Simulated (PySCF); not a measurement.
**How methods differ on the interval between two levels of Tc⁺**

Tc⁺ [Kr] 4d5 5s1 [7S3, M_J = 3] → Tc⁺ [Kr] 4d6 [5D4, M_J = 4], as a difference of total energies. All numbers are calculated (PySCF 2.14, the two-component X2C-1e Hamiltonian, in x2c-SVPall-2c with one added diffuse shell each of s, p, d type (7s9p7d1f, 76 functions)). Correlated levels: [Ar] 3d10 frozen; the 6 highest virtual spinors dropped. "Screened" scales the spin-orbit matrix elements by Boettger's factors to mimic the two-electron term; Breit and QED terms are absent.

```json
{"method": "GHF (spin-free)", "interval between two levels (cm⁻¹)": "11910"}
{"method": "GMP2 (spin-free)", "interval between two levels (cm⁻¹)": "7812.6"}
{"method": "GHF (screened spin-orbit)", "interval between two levels (cm⁻¹)": "11230"}
{"method": "GMP2 (screened spin-orbit)", "interval between two levels (cm⁻¹)": "7036.5"}
```

The labels give the starting determinants; with spin-orbit coupling the two ends relaxed to ⟨J²⟩ = 12.00, ⟨L²⟩ = 0.02, ⟨S²⟩ = 11.99 and ⟨J²⟩ = 20.04, ⟨L²⟩ = 6.08, ⟨S²⟩ = 5.99.
